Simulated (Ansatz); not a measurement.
H3P2, SMILES P[PH], multiplicity 2.

Geometry: r2SCAN-D4/def2-TZVP. The isomer is the one that the SMILES or the coordinates give; other isomers of the formula were not compared.

Two levels are set side by side: PBE/def2-TZVPD (Ansatz, a program for electronic structure) and CAM-B3LYP/def2-TZVPD (Ansatz). Energy differences of separate SCF runs at the same geometry; the states with an electron removed or added have multiplicity 1 and 1. Differences are taken from unrounded values.

```csv
quantity,CAM-B3LYP
vertical ionisation energy (eV),8.70
vertical electron affinity (eV),1.17
```

Task: What does PBE give, and how far is it from CAM-B3LYP? (Estimate from the structure and the level; the computed values follow.)

Result: 
| quantity | PBE | PBE minus CAM-B3LYP |
|---|---|---|
| vertical ionisation energy (eV) | 8.46 | -0.24 |
| vertical electron affinity (eV) | 1.14 | -0.03 |
